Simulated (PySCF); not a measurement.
# Mayer bond orders and bond lengths

Compound: C2H6OSi.
Atom-mapped SMILES: `[CH2:1]=[CH:2][O:3][SiH3:4]` (hydrogens: H5, H6 on C1; H7 on C2; H8, H9, H10 on Si4)

Structure used (GFN2-xTB), in Å, numbered top down from 1:
```xyz
10
C2H6OSi angstrom
C      1.623   -0.111    0.357
C      0.953    0.462   -0.627
O     -0.379    0.468   -0.786
Si    -1.608   -0.163    0.077
H      2.695   -0.064    0.394
H      1.118   -0.642    1.144
H      1.454    0.999   -1.425
H     -1.494   -1.621    0.166
H     -1.639    0.395    1.431
H     -2.715    0.280   -0.754
```

Bond orders from the PBE0/pcSseg-1 density (PySCF). Geometry: GFN2-xTB, one conformer, isolated molecule.

(1) Where do the orders between heavy atoms depart from those drawn in the SMILES?

(2) Give the Mayer order of every bond between heavy atoms, beside its length.

(3) And the bonds to hydrogen?

(4) Sum the orders of all bonds at each heavy atom with more than one neighbour and set the sums beside the valence in the SMILES.

Results:

(1) The largest departure is 0.089, at O3–Si4 (drawn single, 0.911).

(2) 
```csv
bond,drawn as,length (Å),Mayer order
C1–C2,double,1.321,1.921
C2–O3,single,1.342,0.988
O3–Si4,single,1.629,0.911
```

(3) C–H: 0.94 to 0.97 (3 bonds); H–Si: 0.92 to 0.95 (3 bonds).

(4) C1 3.817 (drawn 4), C2 3.877 (drawn 4), O3 1.899 (drawn 2), Si4 3.696 (drawn 4). Orders between atoms that aren't bonded are not in these sums.

For a closed shell the Mayer order of atoms A and B is Σ (PS)μν (PS)νμ over the basis functions μ on A and ν on B, with P the density and S the overlap matrix.
